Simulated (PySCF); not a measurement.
Computed structure and properties of [Pb(OH)3]+

System: [Pb(OH)3]+ (singlet); start: displaced along the imaginary mode (C3). Method: PySCF 2.14.0, RKS PBE0, Pb def2-SVP with ECP60, O def2-SVP, H def2-SVP; non-relativistic Hamiltonian with scalar-relativistic core potentials where named; density fitting; no spin-orbit coupling.

Input of the relaxation:

```python
mol = gto.M(atom='''
Pb     0.00000     0.00000     0.05593
O      2.01528     0.01993    -0.27637
H      2.55042    -0.25001     0.53865
O     -1.02490     1.73532    -0.27637
H     -1.05870     2.33374     0.53865
O     -0.99038    -1.75525    -0.27637
H     -1.49173    -2.08373     0.53865''',
    basis={'Pb': 'def2-SVP', 'O': 'def2-SVP', 'H': 'def2-SVP'},
    ecp={'Pb': 'def2-SVP'},
    charge=1, spin=0)
mf = dft.RKS(mol, xc='PBE0')
mf.grids.atom_grid = (50, 194)
mf = mf.density_fit()  # fitting sets: Pb def2-universal-JKFIT, O def2-universal-JKFIT, H def2-universal-JKFIT
mf.conv_tol = 1e-08; mf.max_cycle = 55
mf.kernel(dm0)  # dm0: converged density of the start geometry
# quasi-Newton relaxation in Cartesian coordinates to a largest gradient under 0.00045 Eh/bohr, steps kept in the point group
```

Run from Python with OMP_NUM_THREADS=2; the lines above give its settings. Where DIIS fails, smearing, a level shift and second-order steps follow.
It took 37 s on 2 threads of Arm Neoverse V2, on a shared host, from the converged density of the start.

Course of the relaxation:

```tsv
step	energy above end (eV)	largest force component within the symmetry (eV/Å)
0	0.4869	1.375
1	0.3440	0.194
2	0.3069	0.417
3	0.2793	0.713
4	0.2419	0.809
5	0.1857	0.456
6	0.1405	0.751
7	0.0720	0.124
13	0.0045	0.181
14	0.0012	0.032
15	0.0004	0.082
16	0.0001	0.035
17	0.0000	0.006
18	0.0000	0.001
```
(The steps between are left out.)

Relaxed geometry (C3h):

```xyz
7

Pb    0.0000    0.0000    0.1202
O     2.0031    0.3390    0.1203
H     2.4995   -0.5016    0.1205
O    -1.2951    1.5652    0.1203
H    -0.8154    2.4154    0.1205
O    -0.7080   -1.9042    0.1203
H    -1.6841   -1.9139    0.1205
```

```tsv
contact	Å
Pb1–O2 (OH)	2.032
Pb1–O4 (OH)	2.032
Pb1–O6 (OH)	2.032
```

On the finer grid (75, 302):

```
HOMO                                                          : -15.05 eV
LUMO                                                          : -10.04 eV
Dipole about the centre of mass                               : 0.00 D
Set of Mulliken populations of Pb1 outside the core potential : s 3.30, p 7.14, d 10.26
D3(BJ) dispersion energy (not in the energies)                : -0.097 eV
```

| atom | Mulliken (e) | Löwdin (e) | spin (e) |
| --- | --- | --- | --- |
| Pb1 | 1.30 | 1.10 | 0.00 |
| O2 | -0.36 | -0.16 | 0.00 |
| H3 | 0.26 | 0.13 | 0.00 |
| O4 | -0.36 | -0.16 | 0.00 |
| H5 | 0.26 | 0.13 | 0.00 |
| O6 | -0.36 | -0.16 | 0.00 |
| H7 | 0.26 | 0.13 | 0.00 |

On the grid (50, 194), as all that follows. Harmonic modes: a minimum; lowest 93 cm⁻¹ (negative: unstable), highest 3762 cm⁻¹, zero-point energy 1.064 eV.

Taking off one OH (charge -1, singlet; the rest: singlet) in vacuum, both parts rigid, costs 19.22 eV; the small basis without counterpoise inflates it. Most of it is the attraction of opposite charges; other ways to part are cheaper, and one spin state was tried for the rest.

Rigid scan of OH along the line from its metal:

| distance to O2 (Å) | energy (eV) |
| --- | --- |
| 1.73 | 1.588 |
| 1.83 | 0.590 |
| 1.93 | 0.124 |
| 2.03 | 0.000 |
| 2.13 | 0.089 |
| 2.23 | 0.304 |
| 2.43 | 0.898 |
| 2.73 | 1.812 |
| 3.13 | 2.750 |
| 3.63 | 3.478 |

One start shape was tried, so this needn't be the lowest isomer.
